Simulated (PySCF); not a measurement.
## Substituent chemical shifts

Parent skeleton `[cH:1]1[cH:2][cH:3][c:4]2[c:5]([cH:6]1)[CH2:7]2`; one hydrogen on atom 7 is replaced by X. Hydrogens on one atom are averaged.

PySCF calculation with GIAO PBE0/pcSseg-1 shieldings and geometry from GFN2-xTB; gas phase, one averaged value for each set of equivalent atoms, a single conformation, relativity neglected.

Chemical shifts δ = σref − σ; 13C and 1H vs TMS, all at this level.

Parent (X = H): C1 134.3, C2 134.3, C3 118.6, C4 133.4, C5 133.4, C6 118.6, C7 21.9, H(C1) 7.40, H(C2) 7.40 ppm. Effects are Δδ = δ(X) − δ(H), positive for deshielding.

(1) Give Δδ (ppm) for X = SOCH3, CH2OCH3, OiPr.

(2) Which position responds most, and to which substituents?

## Answers

(1) 
```
      X                SMILES    C1    C2    C3    C4    C5    C6     C7  H(C1)  H(C2)
  SOCH3  C[S@](=O)C1c2ccccc21  +3.1  +2.7  +3.0  -0.5  -6.8  +2.6  +37.8  +0.26  +0.24
CH2OCH3        COCC1c2ccccc21  +0.1  +0.1  +0.1  +4.4  +4.4  +0.1  +14.0  +0.03  +0.03
   OiPr     CC(C)OC1c2ccccc21  +1.0  +1.0  +4.5  +8.8  +8.8  +4.5  +44.5  +0.20  +0.20
```

(2) C7: from +14.0 ppm with CH2OCH3 to +44.5 ppm with OiPr.
